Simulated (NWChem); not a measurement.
System: GeH₄S₃; SMILES [SH][GeH]([SH])[SH]

Parts of the log:

```
             Northwest Computational Chemistry Package (NWChem) 7.3.0
             --------------------------------------------------------

                             Geometry "geometry" -> ""
                             -------------------------

 Output coordinates in angstroms (scale by  1.889725989 to convert to a.u.)

  No.       Tag          Charge          X              Y              Z
 ---- ---------------- ---------- -------------- -------------- --------------
    1 Ge                  32.0000    -0.00286600     0.05281100    -0.34911100
    2 S                   16.0000    -1.74296100    -1.05319900     0.56363100
    3 S                   16.0000     0.13739000     2.21149500     0.24538200
    4 S                   16.0000     1.84991800    -0.99530600     0.37289100
    5 H                    1.0000    -0.13330600     0.07630900    -1.88875200
    6 H                    1.0000    -2.66312600    -0.48360200    -0.24732600
    7 H                    1.0000     0.14197900     1.96374500     1.57365200
    8 H                    1.0000     1.37043000    -2.23724600     0.13444200

 Effective nuclear repulsion energy (a.u.)     542.5915710405

                              NWChem Property Module
                              ----------------------

  itol2e modified to match energy
  convergence criterion.

                                 NWChem DFT Module
                                 -----------------

 Summary of "ao basis" -> "ao basis" (spherical)
 ------------------------------------------------------------------------------
       Tag                 Description            Shells   Functions and Types
 ---------------- ------------------------------  ------  ---------------------
 Ge                         pcsseg-1                15       41   5s7p3d
 S                          pcsseg-1                10       24   4s5p1d
 H                          pcsseg-1                 3        5   2s1p

  itol2e modified to match energy
  convergence criterion.

[...]

          -----------------------------------------
          Chemical Shielding Tensors (GIAO, in ppm)
          -----------------------------------------

                                NWChem CPHF Module
                                ------------------

  scftype          =     RHF
  nclosed          =       42
  nopen            =        0
  variables        =     3822
  # of vectors     =        3
  tolerance        = 0.10D-03
  level shift      = 0.00D+00
  max iterations   =       50
  max subspace     =       30

 SCF residual:    6.5165116713022646E-005

Iterative solution of linear equations
  No. of variables     3822
  No. of equations        3
  Maximum subspace       30
        Iterations       50
       Convergence  1.0D-04

   iter   nsub   residual    time
   ----  ------  --------  ---------
     1      3    1.99D-05      91.3

      Atom:    1  Ge
        Diamagnetic
   2762.1117      0.3739     -0.2533
      0.3739   2763.0346     -0.6069
     -0.2533     -0.6069   2754.8338

        Paramagnetic
  -1554.2230    -26.9127    -93.8621
    -26.9127  -1625.6848     89.2519
    -93.8621     89.2519  -1800.0022

        Total Shielding Tensor
   1207.8887    -26.5388    -94.1155
    -26.5388   1137.3497     88.6450
    -94.1155     88.6450    954.8316

           isotropic =    1100.0234
          anisotropy =     246.8111

          Principal Components and Axis System
                 1           2           3
             1264.5641   1136.7872    898.7188

      1         0.8215      0.5115      0.2520
      2        -0.4313      0.8465     -0.3122
      3        -0.3731      0.1478      0.9160

      Atom:    2  S
        Diamagnetic
   1062.1147      4.6535     -2.4253
      4.6535   1054.7180     -3.6163
     -2.4253     -3.6163   1052.6643

        Paramagnetic
   -338.6724     47.4395    -36.2415
     47.4395   -519.2439     56.7652
    -36.2415     56.7652   -644.7647

        Total Shielding Tensor
    723.4423     52.0930    -38.6668
     52.0930    535.4741     53.1489
    -38.6668     53.1489    407.8997

           isotropic =     555.6054
          anisotropy =     274.7470

          Principal Components and Axis System
                 1           2           3
              738.7700    548.0907    379.9554

      1         0.9705     -0.1815      0.1588
      2         0.2286      0.9019     -0.3665
      3        -0.0767      0.3920      0.9168

      Atom:    3  S
        Diamagnetic
   1050.9322      0.7876      0.1634
      0.7876   1064.8952      2.4287
      0.1634      2.4287   1054.7593

        Paramagnetic
   -517.3195     30.7905    -10.8832
     30.7905   -445.9451    116.1772
    -10.8832    116.1772   -533.8795

        Total Shielding Tensor
    533.6127     31.5781    -10.7199
     31.5781    618.9501    118.6059
    -10.7199    118.6059    520.8798

           isotropic =     557.8142
          anisotropy =     214.4207

          Principal Components and Axis System
                 1           2           3
              700.7613    538.2806    434.4007

      1         0.1225      0.9574      0.2615
      2         0.8319      0.0447     -0.5531
      3         0.5412     -0.2853      0.7910

      Atom:    4  S
        Diamagnetic
   1061.1745     -4.7979      3.5835
     -4.7979   1057.7757     -1.3594
      3.5835     -1.3594   1050.7096

        Paramagnetic
   -465.2084   -100.0714    -27.2856
   -100.0714   -369.4803    -42.9416
    -27.2856    -42.9416   -551.4452

[...]
```

Level: LDA (Slater exchange, VWN5)/pcSseg-1, GIAO. The geometry was optimised at B3LYP/6-31G* (spherical d). The printed shielding anisotropy is the first printed principal value minus the mean of the other two.

Question: Reconstruct the input file.

Answer: One answer among several that fit: the input that was run:
```
start job
memory heap 200 mb stack 900 mb global 1100 mb
geometry units angstroms noautosym nocenter noautoz
  Ge    -0.002866     0.052811    -0.349111
  S     -1.742961    -1.053199     0.563631
  S      0.137390     2.211495     0.245382
  S      1.849918    -0.995306     0.372891
  H     -0.133306     0.076309    -1.888752
  H     -2.663126    -0.483602    -0.247326
  H      0.141979     1.963745     1.573652
  H      1.370430    -2.237246     0.134442
end
basis spherical
  * library pcsseg-1
end
dft
  xc slater vwn_5
  iterations 150
end
property
  shielding
end
task dft property
```
